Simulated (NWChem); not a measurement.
C$_{3}$H$_{5}$F; SMILES C=C(C)F

Question: Give the equilibrium geometry at PBE-D3(BJ)/def2-SVP (NWChem) as a list of bonds and angles, with the point group.

Answer: point group Cs; any orientation.
Bond lengths (Å): C1–C2 1.342, C1–H5 1.098, C1–H6 1.099, C2–C3 1.493, C2–F4 1.356, C3–H7 1.110, C3–H8 1.105, C3–H9 1.110. Angles (°): C2–C1–H5 120.2, C2–C1–H6 120.6, H5–C1–H6 119.2, C1–C2–C3 128.3, C1–C2–F4 119.7, C3–C2–F4 112.0, C2–C3–H7 110.4, C2–C3–H8 111.3, C2–C3–H9 110.4, H7–C3–H8 108.9, H7–C3–H9 106.9, H8–C3–H9 108.9.
